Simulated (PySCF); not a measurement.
Working out the ionisation energy of Ne⁺

Ne⁺ [He] 2s2 2p5 (2P) → Ne²⁺ [He] 2s2 2p4 (3P). All numbers are calculated (PySCF 2.14, no relativity, point nucleus, in def2-SVP (3s2p1d, 14 functions)). Frozen: 1s2. Energies in hartree (1 hartree = 27.21139 eV):

```tsv
part	Ne⁺ (lower)	Ne²⁺ (upper)
UHF	-127.648288	-126.194974
CCSD correlation	-0.140699	-0.101978
(T)	-0.001056	-0.000663
```

Question: What does Hartree-Fock give?

Answer: (-126.194974) − (-127.648288) = 1.453314 hartree = 39.547 eV.

Question: What do CCSD and CCSD(T) give?

Answer: The CCSD correlation energies differ by 0.038721 hartree = 1.054 eV and the triples by 0.000393 hartree = 0.011 eV, so CCSD gives 40.601 eV and CCSD(T) 40.612 eV.

Reference: 40.963 eV (measured; NIST Atomic Spectra Database, ionization energies), between the lowest levels; spin-orbit coupling is absent from the calculation.

A double-zeta basis recovers only part of the correlation energy.

What remains against the reference includes basis incompleteness, the frozen core and higher excitations.
